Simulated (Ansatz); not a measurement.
A nudged elastic band was laid between two geometries of CH2OSSe (6 atoms, charge 0, multiplicity 1).

Level of theory: RHF/def2-SVP (Ansatz).

```
movable images  : 7
climbing image  : yes
spring          : 5.0 eV/Å²
optimiser       : quadratic models (default)
start path      : through a guess of the saddle point
force threshold : 0.05 eV/Å
iteration limit : 40
end points      : relaxed
```

Initial state:

```xyz
6
Properties=species:S:1:pos:R:3
Se 0.298 1.415 -0.796
C 0.380 -0.130 0.344
O -0.712 -0.492 1.047
S -0.297 -1.708 -0.102
H -0.988 1.072 -1.378
H 1.321 -0.158 0.885
```

Final state:

```xyz
6
Properties=species:S:1:pos:R:3
Se -0.302 0.710 -1.391
C 0.187 -0.227 0.220
O -0.791 -0.723 1.010
S 0.056 -1.988 0.215
H -0.190 2.035 -0.797
H 1.040 0.193 0.742
```

Question: What changes between the two ends?

Answer: No bond is made or broken. The dihedral H5–Se1–C2–O3 goes from -45 to 97°.

Question: Give the energies along the band, and the barrier.

Answer: It converged. The highest image is number 4 of 0 to 8, 0.110 eV above the first end and 0.095 eV above the last; the last end lies 0.014 eV above the first. A vibrational analysis at the climbing image gives one clearly imaginary mode, 215i cm⁻¹: a first-order saddle point.

```
image  path coordinate (Å)  energy (eV)  dihedral H5–Se1–C2–O3 (°)
    0                 0.00        0.000                        -45
    1                 0.29        0.017                        -27
    2                 0.58        0.056                         -9
    3                 0.87        0.095                          9
    4                 1.15        0.110                         27
    5                 1.45        0.094                         45
    6                 1.74        0.060                         63
    7                 2.04        0.028                         80
    8                 2.33        0.014                         97
```

Question: What is the geometry of the highest image?

Answer: 
```xyz
6
Properties=species:S:1:pos:R:3
Se 0.323 1.012 -1.259
C 0.357 -0.187 0.265
O -0.831 -0.553 0.790
S -0.035 -1.909 0.093
H -0.951 1.597 -0.874
H 1.136 0.040 0.985
```

Question: What are the harmonic wavenumbers there?

Answer: 215i, 239, 338, 640, 678, 793, 912, 1180, 1309, 1422, 2605, 3327 cm⁻¹.

The band took 6 iterations and about 4 core-minutes.

Time of the run: 6.2 min on 1 CPU thread of a shared host.
